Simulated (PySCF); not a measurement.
# Two-component Hartree-Fock for Rh (rhodium, neutral)

Start: [Kr] 4d7 5s2; 4d3/2 filled at m_j = +1/2, +3/2; 4d5/2 filled at m_j = -3/2, -1/2, +1/2, +3/2, +5/2. Calculated with PySCF 2.14 in x2c-TZVPall-2c with one added diffuse shell each of s, p, d type (9s10p8d1f, 86 functions): generalised Hartree-Fock with the X2C-1e Hamiltonian and a Gaussian nucleus; one run each with spin-orbit coupling (SO) switched off, then screened by Boettger's factors. This is a chosen level, not necessarily the ground level.

| spinor shell | electrons | ε, spin-free (eV) | ε, screened SO (eV) | weight of nominal j (screened SO) | rms radius, screened SO (bohr) |
| --- | --- | --- | --- | --- | --- |
| 1s1/2 | 2 | -23346.5 | -23344.8 | 1.000 | 0.0374 |
| 2s1/2 | 2 | -3470.3 | -3469.8 | 1.000 | 0.154 |
| 2p1/2 | 2 | -3103.7 | -3203.7 | 1.000 | 0.134 |
| 2p3/2 | 4 | -3103.7 | -3057.1 | 1.000 | 0.138 |
| 3s1/2 | 2 | -658.90 | -658.72 | 1.000 | 0.415 |
| 3p1/2 | 2 | -535.20 | -553.04 | 1.000 | 0.411 |
| 3p3/2 | 4 | -535.20 | -526.78 | 1.000 | 0.422 |
| 3d3/2 | 4 | -337.76 | -340.97 | 0.992 | 0.401 |
| 3d5/2 | 6 | -337.76 | -335.42 | 0.995 | 0.405 |
| 4s1/2 | 2 | -105.25 | -105.19 | 1.000 | 1.05 |
| 4p1/2 | 2 | -67.452 | -72.415 | 0.833 | 1.15 |
| 4p3/2 | 4 | -67.452 | -65.002 | 0.917 | 1.17 |
| 4d5/2 | 5 | -15.810 | -16.560 | 0.540 | 1.60 |
| 4d3/2 | 2 | -15.810 | -13.954 | 0.627 | 1.65 |
| 5s1/2 | 2 | -7.100 | -7.095 | 1.000 | 3.60 |

| quantity | spin-free | screened SO |
| --- | --- | --- |
| E (hartree) | -4780.76864 | -4781.52053 |
| M_J | 9/2 | 9/2 |
| ⟨J²⟩ | 24.769 | 24.770 |
| ⟨L²⟩ | 12.005 | 12.149 |
| ⟨S²⟩ | 3.764 | 3.725 |

Each row is a mean over spinors that exchange with the open shell spreads, by up to 8.642 eV (4p3/2).

Rows whose weight is well below 1 are mixtures of j = l ± 1/2: exchange outweighs spin-orbit coupling there, and the label is only the starting occupation.

Breit and QED terms are absent; they matter most for the inner s and p1/2 levels.

Densities and radii are taken from the X2C orbitals without a picture-change correction, which distorts them close to the nucleus.

Without spin-orbit coupling the j labels of p, d and f shells carry no meaning; the spin-free column gives the mean over the occupied spinors of each nl shell.
